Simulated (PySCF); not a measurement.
B3LYP has the VWN-RPA correlation part, as in Gaussian. Delta-SCF ions had no search for a lower state. Excitations are Tamm–Dancoff values on a coarser integration grid. The basis has no diffuse functions, so Rydberg states are missing or too high.

## H$_{4}$GeS, SMILES `[GeH3][SH]` (charge 0, multiplicity 1)

Level of theory: B3LYP-D3(BJ)/def2-TZVP run with PySCF.

```json
{
 "HOMO": "-7.05 eV",
 "dipole_moment": "1.30 D",
 "LUMO": "-0.36 eV",
 "HOMO–LUMO gap": "6.69 eV",
 "S1 excitation (TDA)": "5.49 eV",
 "S1 oscillator strength": "0.015",
 "T1 excitation (TDA)": "5.01 eV",
 "S1–T1 gap (TDA)": "0.49 eV",
 "vertical ionisation energy (Delta-SCF)": "9.61 eV",
 "total_energy": "-67421.68 eV",
 "cost": "roughly 30 core-seconds"
}
```

Bonds (Å): S1–Ge2 2.244, S1–H3 1.344, Ge2–H4 1.538, Ge2–H5 1.538, Ge2–H6 1.534. Angles (°): Ge2–S1–H3 94.8, S1–Ge2–H4 110.5, S1–Ge2–H5 110.4, S1–Ge2–H6 104.8, H4–Ge2–H5 109.8, H4–Ge2–H6 110.6, H5–Ge2–H6 110.7.
